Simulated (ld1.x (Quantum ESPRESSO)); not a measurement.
# What one change does to a pseudopotential (Ga, PAW)

```json
{
  "Element": "Ga",
  "Generator": "ld1.x (Quantum ESPRESSO) 7.5",
  "Type": "PAW",
  "Functional": "PBEsol",
  "Relativity": "scalar-relativistic",
  "Frozen core": "[Ne]",
  "Valence charge": "21",
  "Reference configuration": "3s2 3p6 3d10 4s1 4p0 (charge +2)",
  "Partial waves": "3s (bound): rcut 0.95, rcutus 1.05 bohr; 4s (bound): rcut 0.95, rcutus 1.05 bohr; 3p (bound): rcut 1.20, rcutus 1.45 bohr; 4p (bound, empty): rcut 1.20, rcutus 1.45 bohr; 3d (bound): rcut 0.75, rcutus 0.95 bohr; 3d channel at -2.5 Ry: rcut 0.75, rcutus 0.95 bohr",
  "Local potential": "all-electron potential smoothed inside 1.00 bohr (lloc = -1)",
  "Core correction": "Bessel-smoothed model core inside 0.80 bohr",
  "Augmentation charge": "BESSEL, radius 0.75 bohr"
}
```

All-electron outer shells of the reference configuration (PBEsol, scalar-relativistic, ld1.x):

```csv
shell,level (eV),outermost node (bohr),outermost maximum (bohr)
2p,-1118.50,–,0.15
3s,-168.13,0.27,0.56
3p,-119.04,0.24,0.56
3d,-39.39,–,0.53
4s,-26.03,0.80,1.78
4p,-17.65,0.86,2.12
```

Change: wave 3d channel at -2.5 Ry: rcut 0.75, rcutus 0.95 bohr becomes 3d channel at 0.3 Ry: rcut 0.75, rcutus 0.95 bohr.

Cutoffs: the cutoffs (Ry, on a coarse ladder) from which the occupation-weighted sum of valence levels, in a spherical-Bessel basis at the reference potential, stays within 10 and 1 mRy of its value at 400 Ry; they do not see the model core or the augmentation charge, which bear on the density cutoff. Errors are all-electron minus pseudo energies relative to the spin-unpolarised reference configuration.

Problem. What does the change do?

Solution. The potential gets neither clearly harder nor softer (180 Ry and 300 Ry → 180 Ry and 300 Ry); of the 7 tests that both files solve, the error grows in 2 and shrinks in 0 by more than 15 % and 0.3 meV (median size 2.5 → 2.8 meV); neither file shows a bound ghost.

| quantity | base | changed |
| --- | --- | --- |
| cutoff, loose | 180 Ry | 180 Ry |
| cutoff, tight | 300 Ry | 300 Ry |
| bound ghosts | none | none |
| error for 3s2 3p6 3d10 4s2 4p1, meV [ΔE -26.82 eV] | +3.2 | +2.8 |
| error for 3s2 3p6 3d10 4s2 4p0, meV [ΔE -21.14 eV] | +2.1 | +1.8 |
| error for 3s2 3p6 3d10 4s0 4p0, meV [ΔE 31.12 eV] | -3.2 | -2.8 |
| error for 3s2 3p6 3d10 4s1 4p2, meV [ΔE -20.26 eV] | +3.0 | +2.7 |
| error for 3s2 3p6 3d9 4s2 4p1, meV [ΔE 0.90 eV] | -2.5 | -3.6 |
| error for 3s2 3p6 3d10 4s1 4p1, meV [ΔE -13.73 eV] | +1.9 | +1.6 |
| error for 3s2 3p6 3d9 4s2 4p2, meV [ΔE -6.49 eV] | -2.1 | -3.0 |
| s: phases at 1.60 bohr within 0.05 rad from the reference energy up to (Ry; the scan ends near 5) | to the end of the scan | to the end of the scan |
| p: phases at 1.60 bohr within 0.05 rad from the reference energy up to (Ry; the scan ends near 5) | to the end of the scan | to the end of the scan |
| d: phases at 1.60 bohr within 0.05 rad from the reference energy up to (Ry; the scan ends near 5) | to the end of the scan | to the end of the scan |
| lowest overlap eigenvalue by channel | s 0.05, p 0.74, d 0.89 | s 0.05, p 0.74, d 1.00 |
